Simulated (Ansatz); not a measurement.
InH2Br. The state is a singlet with charge 0. Geometry relaxed at r2SCAN-D4/def2-TZVP.

```xyz
4

In    0.015   -0.150   -0.255
H    -0.017    0.873   -1.616
H     0.109   -1.833   -0.015
Br   -0.107    1.110    1.886
```

In the def2 sets In takes a core potential; there is no spin–orbit coupling.

Question: Estimate the harmonic wavenumbers at RKS r2SCAN-D4/def2-TZVP (Ansatz, unscaled). Is this a minimum?

Answer: 245, 395, 539, 566, 1861, 1877 cm⁻¹. Yes, no mode is imaginary beyond noise. Zero-point energy 32.8 kJ/mol. Run time 20 s (4 threads of Arm Neoverse V2 on a shared host).
